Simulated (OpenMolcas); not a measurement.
# Pd2+: moving the ligands

Pd2+ with 4 ligands (sulfide) in tetrahedral coordination (Td) at 2.42 Å. A charge of +1.5 e stands 2.8 Å behind each ligand. Ligand basis ANO-RCC-VDZP.
```
Pd    0.0000    0.0000    0.0000
S     1.3972    1.3972    1.3972
S     1.3972   -1.3972   -1.3972
S    -1.3972    1.3972   -1.3972
S    -1.3972   -1.3972    1.3972
```

| Quantity | Value |
| --- | --- |
| Program | OpenMolcas 26.06 |
| Method | CASSCF |
| Basis | ANO-RCC-VDZP [6s5p3d1f] |
| Scalar Hamiltonian | DKH2, point nucleus |
| Active space | 8 electrons in 5 orbitals (4d) |
| State averaging | 2S+1 = 3 even, 10 roots; 2S+1 = 1 even, 15 roots |
| Spin-orbit coupling | RASSI with atomic mean-field integrals over the reference wave functions |

Runs around this geometry, states (labels of Td). Energies in cm-1 above the lowest state or level, χT in cm3 K/mol; under a threefold ground state the first gap can be a small split of the lowest multiplet, not the spin-orbit step.

| R (Å) | Ground state | First state of that spin | First gap with spin-orbit (degeneracies) | χT at 300 K | First state of another spin |
| --- | --- | --- | --- | --- | --- |
| 2.28 | 3T1 | 3T2 3312 | 547.3 (1, 3) | 1.676 | 1E 8466 |
| 2.42 | 3T1 | 3T2 2567 | 519.6 (1, 3) | 1.985 | 1E 10092 |
| 2.5 | 3T1 | 3T2 2208 | 488.5 (1, 3) | 2.161 | 1T2 10626 |

Taking the first state of the same spin as R^-n, n = -ln(2208 / 3312) / ln(2.5 / 2.28) = 4.4 between the shortest and longest distance.

An orbital triplet at a regular site is open to Jahn-Teller coupling, which can distort the site and quench the lowest spin-orbit gaps and is left out. Without dynamic correlation the repulsion within the d shell is too large (B by tens of per cent), so at a given field states of lower spin stand too high. Real 4d8 and 5d8 ions are as a rule square planar and diamagnetic. The sulfide ions are held by bare point charges, a crude embedding. With metal d orbitals alone the field can be off either way by tens of per cent. Ligand-to-metal charge-transfer states are missing. With no ligand orbital active B as a rule stays too high, so bands that hang on it stand too high and its fall with covalency is understated. The least metal-like active orbital is 75 % on the metal (Löwdin) and no ligand orbital is active, so the numbers are rough (holds for R = 2.28). The least metal-like active orbital is 83 % on the metal (Löwdin) and no ligand orbital is active, so the numbers are rough (holds for R = 2.42). No measured value stands beside these numbers; the geometry is a model, was not optimised and need not be the one that this ion takes.
